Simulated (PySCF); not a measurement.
Two species compared at the same levels of theory.

First species: C₆H₈O₃.
InChI=1S/C6H8O3/c1-3-8-4-6(2)9-5-7/h3-5H,1H2,2H3/b6-4+

Second species: C₈H₁₂ClF.
Atom-mapped SMILES: `[F:1][C@@H:2]1[CH2:3][C@@H:4]2[CH2:5][CH2:6][CH2:7][C@@H:8]2[C@@H:9]1[Cl:10]` (hydrogens: H11 on C2; H12, H13 on C3; H14 on C4; H15, H16 on C5; H17, H18 on C6; H19, H20 on C7; H21 on C8; H22 on C9)

Levels: PBE0/pcSseg-1 for HOMO energy, LUMO energy and HOMO–LUMO gap. Geometries: GFN2-xTB. Each structure is a single optimised conformer of the isolated species, non-relativistic unless stated; the electronic structure was computed with PySCF and density fitting.

Dipoles, sizes and rotational constants follow the conformer. The torsions of the flexible species, by atom-mapped SMILES:
- `[CH2:1]=[CH:2][O:3]/[CH:4]=[C:5](\[CH3:6])[O:7][CH:8]=[O:9]`: C1–C2–O3–C4 -179°, C2–O3–C4–C5 -179°, C4–C5–O7–C8 2°, C5–O7–C8–O9 0°

The conformers of `F[C@@H]1C[C@@H]2CCC[C@@H]2[C@@H]1Cl` aren't listed.

```tsv
property	column X	column Y
HOMO energy	-8.20 eV	-6.26 eV
LUMO energy	0.82 eV	-0.41 eV
HOMO–LUMO gap	9.02 eV	5.85 eV
```

(1) Which column belongs to which species?

(2) How does each property change from the first species to the second?

Results:

(1) Column X is the second species and column Y the first. The first has 17 atoms and 68 electrons, the second 22 and 86.

(2) HOMO energy -1.94 eV; LUMO energy +1.23 eV; HOMO–LUMO gap +3.17 eV.

